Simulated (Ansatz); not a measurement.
A rate constant, worked out

An elementary step of AlH4O2F, closed shell (AlH₃O₂ ([OH][AlH][OH]) + HF → AlH₂O₂F ([OH][Al]([OH])[F]) + H₂; Al–H, H–F broken or loosened, Al–F, H–H formed or tightened). The start structure is the complex of the reactants, bound by 0.30 eV, and the electronic barrier above it is 0.131 eV by CCSD(T) at an estimated basis limit (MP2 extrapolated from triple and quadruple zeta, plus CCSD(T) − MP2 in triple zeta). Program: Ansatz 0.2.0. Basis: def2-TZVPP and def2-QZVPP. Cores are frozen in the correlated methods. Extrapolation: Hartree–Fock as exp(−7.88 √X), correlation as X^−2.97. Harmonic wavenumbers at PBE0-D4/def2-TZVP (Ansatz 0.2.0), in cm⁻¹:

Start: 131, 135, 175, 201, 245, 274, 312, 431, 542, 634, 709, 751, 802, 940, 1839, 3925, 3985, 3985.

Saddle: 347i, 112, 190, 215, 256, 279, 457, 583, 615, 720, 787, 944, 1064, 1164, 1653, 2485, 3989, 3990.

Problem. Work out the transition-state-theory rate constant at 500 K from these numbers alone (harmonic vibrations; rotation, path degeneracy and anharmonicity left out), and the Wigner tunnelling factor. Use 1 cm⁻¹ = 1.2398 × 10⁻⁴ eV and k_B = 8.617 × 10⁻⁵ eV/K.

Solution. Zero-point energies, half the sums: start 20016/2 cm⁻¹ = 1.2408 eV; saddle, real modes only, 19503/2 cm⁻¹ = 1.2090 eV.
Barrier with zero-point energy: 0.131 + 1.2090 − 1.2408 = 0.0992 eV.
k_BT = 0.04309 eV, so the barrier is 2.30 k_BT.
Vibrational partition functions from the zero-point level, ln q = −Σ ln(1 − exp(−hν/k_BT)): start 7.047, saddle 5.285.
k = (k_BT/h) exp(ln q‡ − ln q) exp(−E0/k_BT), with log₁₀(k_BT/h in s⁻¹) = 13.02: log₁₀ k = 13.02 + (-1.762 − 2.30)/2.3026 = 11.26, so k ≈ 2 × 10^(11) s⁻¹.
Wigner factor: 1 + (hν‡/k_BT)²/24 = 1 + (1.00)²/24 = 1.04. A change of 1 kcal/mol (0.043 eV) in the barrier would change k by a factor of 2.7 at this temperature.

T1 diagnostic: at most 0.013.

Labels in which every atom is bracketed show which atoms are joined, not bond orders.

For scale, one of the runs: CCSD(T)/def2-TZVPP, 191 basis functions, launched by `ansatz run in.yaml --threads 2 --pin off --events-out ev --progress --plain --max-ram 4352MiB`. The run took 46 s on 2 CPU threads of an Intel Xeon Platinum 8488C (shared host), with 2.2 GiB of host memory at its peak.
